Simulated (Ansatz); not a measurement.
Relaxation of ClGaH₂ (4 atoms, charge 0, multiplicity 1), to a largest force component of 0.02 eV/Å in at most 40 steps.

Theory: RKS B3LYP-D4/def2-SVPD (Ansatz 0.2.0).

```xyz
4
Properties=species:S:1:pos:R:3
Ga 0.000 0.000 0.000
Cl 0.000 0.000 2.240
H 1.360 0.000 -0.785
H -1.360 0.000 -0.785
```

Task: Where does it end, and by what steps?

Result: The run converged. After 3 steps the energy has fallen by 0.070 eV; Cl2 moved furthest, 0.11 Å.

```tsv
step	energy less start (eV)	largest force component (eV/Å)	accepted
0	0.0000	0.820	yes
1	-0.0629	0.267	yes
2	-0.0696	0.065	yes
3	-0.0699	0.001	yes
```

```xyz
4
Properties=species:S:1:pos:R:3
Ga 0.000 0.000 -0.055
Cl 0.000 0.000 2.132
H 1.415 0.000 -0.703
H -1.415 0.000 -0.703
```

The run took 7 s on 1 thread of Intel(R) Xeon(R) 6975P-C (Granite Rapids), with other jobs on the host, peak memory 0.17 GiB.
